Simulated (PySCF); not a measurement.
Work out the structure from these simulated measurements.

Formula: C6H5F3Si.

| Quantity | Value |
| --- | --- |
| 13C NMR | chemical shifts (computed TMS as zero) by class: 174.0 (1 C), 131.2 (1 C), 125.5 (1 C), 91.4 (1 C), 87.1 (1 C), 20.4 (1 C) ppm [GIAO PBE0/pcSseg-1] |
| NMR, other nuclei | isotropic shieldings of nuclei other than C and H, by class: 231 (3 F), 380 (1 Si) ppm [GIAO PBE0/pcSseg-1] |
| 1H NMR | chemical shifts (computed TMS as zero) by class: 7.60 (1 H), 5.14 (2 H), 2.09 (2 H) ppm [GIAO PBE0/pcSseg-1] |
| Dipole | 4.72 D [PBE0/pcSseg-1] |
| Rotational structure | rotational constants A, B, C: 3.055, 0.415, 0.393 GHz [GFN2-xTB] |

Electronic properties: PySCF, gas phase, density fitting. Levels stand in brackets. Isolated species at its GFN2-xTB geometry, gas phase. NMR classes are plain means over equivalent atoms (diastereotopic ones count apart unless rotation or inversion swaps them), as if these changed places fast.

Q: Give a SMILES that accounts for the data.

A: Numbering: `[F:1][C:2]([F:3])([F:4])[C:5]#[C:6][C:7]1=[CH:8][CH2:9][SiH2:10]1`. Its formula, C6H5F3Si, gives 4 degrees of unsaturation: 1 ring and 3 π bonds in the structure found. 6 carbons fall into 6 classes; from least to most shielded: alkene CH carbon [C8] (174.0 ppm), fully substituted alkene carbon [C7] (131.2 ppm), CF3 carbon [C2] (125.5 ppm), alkyne carbon [C6] (91.4 ppm), alkyne carbon [C5] (87.1 ppm), ring sp3 carbon bound to silicon [C9] (20.4 ppm). Hydrogen classes from least to most shielded: 1 H on an alkene CH carbon, C8 (7.60 ppm), 2 H on an SiH2 silicon, Si10 (5.14 ppm), 2 H on an sp3 carbon bound to silicon, C9 (2.09 ppm). The other shieldings belong to: 231 ppm, fluorine of a CF3 group [F1/F3/F4]; 380 ppm, SiH2 silicon [Si10]. By its constants the optimised geometry is an asymmetric top. Structure: `FC(F)(F)C#CC1=CC[SiH2]1`. The assignments are read from this structure; whether some other isomer fits the data as well wasn't checked.
